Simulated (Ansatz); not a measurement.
Consider the ligand exchange at the Si–C bond: `[SiH3]C([SiH3])I` + `CNC` → `CN(C)[SiH3]` + `[SiH3]CI`.

Calculated with Ansatz (gas phase, PBE0-D4/def2-TZVP geometries, no zero-point term in ΔE). CCSD(T)/CBS is the MP2 limit (def2-TZVPP, def2-QZVPP) plus CCSD(T) − MP2 in def2-TZVPP, frozen cores. DFT in def2-TZVPP. Elements past krypton have def2 core potentials. For I outer-core shells are correlated without core-valence functions, which leaves a few kJ/mol of doubt a bond.

`[SiH3]C([SiH3])I`:

Cartesian coordinates in Å:
```
Si -0.509 -0.701 1.367
C 0.589 0.314 0.230
Si 0.141 0.251 -1.592
I 0.478 2.367 0.866
H -1.914 -0.250 1.217
H -0.074 -0.546 2.777
H -0.406 -2.134 0.974
H 1.635 0.031 0.369
H 0.258 -1.157 -2.064
H 1.060 1.111 -2.379
H -1.258 0.712 -1.766
```

`CNC`:

Cartesian coordinates in Å:
```
C 0.681 0.986 -0.157
N -0.015 -0.162 -0.692
C -0.544 -1.025 0.339
H 1.011 1.634 -0.971
H 1.573 0.652 0.382
H 0.079 1.589 0.545
H -0.762 0.143 -1.301
H 0.283 -1.466 0.904
H -1.107 -1.843 -0.113
H -1.200 -0.510 1.063
```

`CN(C)[SiH3]`:

Cartesian coordinates in Å:
```
C 0.224 -0.504 -1.364
N -0.175 -0.121 -0.033
C -1.073 1.007 0.000
Si 0.795 -0.517 1.328
H 0.784 0.288 -1.886
H -0.656 -0.740 -1.975
H 0.855 -1.396 -1.333
H -1.975 0.795 -0.588
H -0.621 1.924 -0.407
H -1.388 1.215 1.025
H 2.004 0.343 1.527
H 1.272 -1.915 1.159
H -0.047 -0.380 2.546
```

`[SiH3]CI`:

Cartesian coordinates in Å:
```
Si 0.615 -0.365 -0.638
C -0.510 0.579 0.530
I -1.649 -0.797 1.711
H 1.545 -1.214 0.146
H 1.399 0.608 -1.449
H -0.204 -1.210 -1.541
H -1.236 1.199 0.006
H 0.040 1.199 1.236
```

CCSD(T)/CBS gives -35.3 kJ/mol.

**Question.** Another level gave -38.0 kJ/mol. Which?
A. r2SCAN-D4/def2-TZVPP
B. HF/def2-TZVPP
C. B2PLYP/def2-TZVPP
D. PBE-D4/def2-TZVPP

**Answer.** A. r2SCAN-D4 -38.0, B2PLYP -42.5, PBE-D4 -32.9, HF/def2-TZVPP -50.1 kJ/mol.

Largest T1 diagnostic among the species: 0.010.

In def2-TZVPP, CCSD(T) changes the Hartree–Fock value by +12.9 kJ/mol (the triples alone add +2.2 kJ/mol) and MP2 by +13.1 kJ/mol. The D4 term adds +3.7 kJ/mol with B3LYP and +1.9 kJ/mol with PBE0; it sums over pairs of atoms, weighted by their polarisabilities, and B3LYP, whose exchange is more repulsive, gets the larger term.

B3LYP here is the variant with VWN-RPA as its local correlation; programs differ in this.
